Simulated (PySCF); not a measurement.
Species: C2H6BClO.
SMILES with atom numbers: `[CH3:1][O:2][B:3]([CH3:4])[Cl:5]` (hydrogens: H6, H7, H8 on C1; H9, H10, H11 on C4)

The calculation used PySCF, PBE0-D3(BJ)/def2-SVP geometry optimisation, gas phase.

(1) Give the optimised bond lengths and angles.

Results:

(1) 
```
                 bond  length (Å)
                C1–O2       1.403
                O2–B3       1.342
                B3–C4       1.571
               B3–Cl5       1.777
  C1–H6, C1–H7, C1–H8       1.101
C4–H9, C4–H10, C4–H11       1.101
```

Bonds in one row agree within 0.01 Å and their mean is given. A selection of angles:
```
     angle  degrees
  O2–C1–H6    109.6
  O2–C1–H8    112.7
  H6–C1–H7    108.2
  H6–C1–H8    108.8
  C1–O2–B3    125.2
  O2–B3–C4    125.8
 O2–B3–Cl5    114.5
 C4–B3–Cl5    119.6
  B3–C4–H9    109.0
 B3–C4–H10    111.7
 B3–C4–H11    113.3
 H9–C4–H10    106.9
H10–C4–H11    108.8
```

Dihedral angles: C1–O2–B3–C4 0° (synperiplanar). The mirror-image conformer, all signs reversed, is as good.

B3 (three-coordinate boron) is planar (angles 125.8°, 119.6° and 114.5°, sum 360.0°, 0.01 Å off the plane of its three neighbours). Of the pairs four or more bonds apart, C4···H8 is among the closest relative to their van der Waals radii: 2.63 Å, 91 % of the sum of Bondi's values. The 5 heavy atoms lie in one plane (0.009 Å rms).

Not checked by PBE0-D3(BJ)/def2-SVP frequencies. The numbers are those of one conformer.

On one thread of an Arm Neoverse V2 (shared host), this took 19 s wall and 0.48 GiB of memory at its peak. These figures are those of the optimisation.
